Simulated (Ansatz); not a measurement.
One change: `[NH2][Ga]([F])[GeH3]` becomes `[NH2][Ga]([F])[SH]`.

Ansatz, PBE0-D4/def2-TZVP geometries, multiplicity 1. Each molecule was computed in one conformer, which needn't be the lowest.

Scalar relativity is left out up to krypton.

```tsv
property	`[NH2][Ga]([F])[GeH3]`
HOMO energy (ωB97M-V/def2-TZVPP) / eV	-10.06
LUMO energy (ωB97M-V/def2-TZVPP) / eV	0.81
LUMO energy (PBE/def2-TZVPP) / eV	-1.65
size of the dipole moment (ωB97M-V/def2-TZVPP) / D	2.66
LUMO energy (PBE0/def2-TZVPP) / eV	-0.92
HOMO–LUMO gap (B3LYP/def2-TZVPP) / eV	6.27
```

Q: What does the change do to each property? (Best estimate.)

A: The calculation gave: 
```
                                          property  `[NH2][Ga]([F])[SH]`  shift
             HOMO energy (ωB97M-V/def2-TZVPP) / eV                 -9.91   0.15
             LUMO energy (ωB97M-V/def2-TZVPP) / eV                  1.09   0.28
                 LUMO energy (PBE/def2-TZVPP) / eV                 -1.61   0.04
size of the dipole moment (ωB97M-V/def2-TZVPP) / D                  1.93  -0.73
                LUMO energy (PBE0/def2-TZVPP) / eV                 -0.68   0.24
             HOMO–LUMO gap (B3LYP/def2-TZVPP) / eV                  6.37   0.10
```

Dipoles are sizes alone; their direction can turn.

B3LYP here is the variant with VWN-RPA as its local correlation; programs differ in this.
